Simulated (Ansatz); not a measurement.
Reaction (SMILES): [F][Ge] (F-Ge) → F atom + Ge atom
B3LYP-D3(BJ)/def2-TZVP geometries, fixed; electronic energies without zero-point terms.
Largest species:
```
F
Ge 1 1.7699
```
Charge 0, spin multiplicity 2.

Energies in hartree at r2SCAN with Ansatz (a quantum-chemistry and plane-wave program); the atomisation energy is their sum with the coefficients shown, times 627.509 kcal/mol a hartree. All functions are spherical. Open shells are unrestricted. No added dispersion term, no relativity.

```tsv
species	coefficient	part	aug-cc-pVDZ	aug-cc-pVTZ	aug-cc-pVQZ
[F][Ge] (F-Ge)	-1	r2SCAN	-2176.76550	-2176.86446	-2176.87529
F atom	+1	r2SCAN	-99.69644	-99.72369	-99.73090
Ge atom	+1	r2SCAN	-2076.87442	-2076.94276	-2076.94536
```

Predict the atomisation energy in aug-cc-pV5Z (X = 5): let each r2SCAN step shrink by the ratio of the last two. Compare with the run.


- [F][Ge] (F-Ge): steps -0.09896 and -0.01083, ratio 0.109, so r2SCAN -2176.87647 (run: -2176.88086).
- F atom: steps -0.02725 and -0.00721, ratio 0.265, so r2SCAN -99.73281 (run: -99.73324).
- Ge atom: steps -0.06834 and -0.00260, ratio 0.038, so r2SCAN -2076.94546 (run: -2076.94874).
Predicted 124.37 kcal/mol; the run in aug-cc-pV5Z gives 124.80, a miss of -0.43. Keeping the value in aug-cc-pVQZ, 124.89, would miss by 0.09. All sums are of the energies as printed.
